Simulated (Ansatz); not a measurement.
Basis sets compared for `Oc1cc2c3ccccc3c3c4ccccc4c4ccccc4c3c2c2ccccc12`. The state is a singlet with charge 0. Geometry PBE-D4/def2-SVP. Ansatz on 2 threads of AMD EPYC 7R13 on a shared host and a share (18 GiB) of an NVIDIA H100 80GB HBM3; times are rough, and most runs start from earlier orbitals.

```
atom    x (Å)    y (Å)    z (Å)
  O1   2.7353  -4.5588   1.2586
  C2   2.0992  -3.4000   0.9390
  C3   1.9702  -2.9423  -0.3580
  C4   1.2366  -1.7572  -0.6698
  C5   1.1284  -1.2773  -2.0415
  C6   1.6025  -2.0372  -3.1420
  C7   1.4987  -1.5787  -4.4513
  C8   0.8759  -0.3393  -4.7051
  C9   0.4080   0.4321  -3.6462
 C10   0.5440   0.0111  -2.2921
 C11  -0.0537   0.7543  -1.1935
 C12  -0.4727   2.1515  -1.2840
 C13   0.1688   3.0709  -2.1599
 C14  -0.1711   4.4220  -2.1776
 C15  -1.1678   4.9100  -1.3092
 C16  -1.7789   4.0399  -0.4091
 C17  -1.4450   2.6643  -0.3649
 C18  -2.0549   1.7477   0.5918
 C19  -3.2468   2.0656   1.2907
 C20  -3.8339   1.1630   2.1735
 C21  -3.2511  -0.1079   2.3619
 C22  -2.0768  -0.4402   1.6940
 C23  -1.4339   0.4795   0.8197
 C24  -0.2679   0.0809   0.0293
 C25   0.5916  -1.0398   0.3732
 C26   0.9153  -1.3885   1.7504
 C27   0.6573  -0.5211   2.8525
 C28   0.9761  -0.8820   4.1556
 C29   1.5768  -2.1339   4.4303
 C30   1.9101  -2.9761   3.3785
 C31   1.6197  -2.6065   2.0374
 H32   3.0309  -4.9868   0.4338
 H33   2.4465  -3.5205  -1.1634
 H34   2.0472  -3.0258  -2.9661
 H35   1.8734  -2.1957  -5.2820
 H36   0.7350   0.0106  -5.7391
 H37  -0.1313   1.3615  -3.8669
 H38   0.9932   2.7214  -2.7949
 H39   0.3618   5.1087  -2.8528
 H40  -1.4383   5.9767  -1.3152
 H41  -2.5130   4.4375   0.3059
 H42  -3.7387   3.0314   1.1074
 H43  -4.7651   1.4301   2.6958
 H44  -3.7320  -0.8469   3.0204
 H45  -1.6509  -1.4440   1.8191
 H46   0.2129   0.4643   2.6666
 H47   0.7682  -0.1794   4.9770
 H48   1.8104  -2.4212   5.4667
 H49   2.4299  -3.9278   3.5555
```

Single mean-field runs in def2-SVP, def2-TZVP are fitted with def2-universal-jkfit.

Binding counts from free atoms (O triplet, C triplet, H doublet) in the same basis, without a counterpoise term.

```tsv
level	functions	energy (Eh)	HOMO (eV)	LUMO (eV)	binding per atom (eV)	wall time
PBE-D4/def2-SVP	524	-1227.0027	-4.73	-2.32	5.87	11 s
PBE0-D4/def2-SVP	524	-1227.0918	-5.53	-1.67	5.74	11 s
```

Question: Estimate the rows for PBE-D4/def2-TZVP, PBE0-D4/def2-TZVP.

Answer: 
```
            level  functions  energy (Eh)  HOMO (eV)  LUMO (eV)  binding per atom (eV)  wall time
 PBE-D4/def2-TZVP       1069   -1228.2788      -4.80      -2.41                   5.77       14 s
PBE0-D4/def2-TZVP       1069   -1228.3580      -5.54      -1.72                   5.64       21 s
```
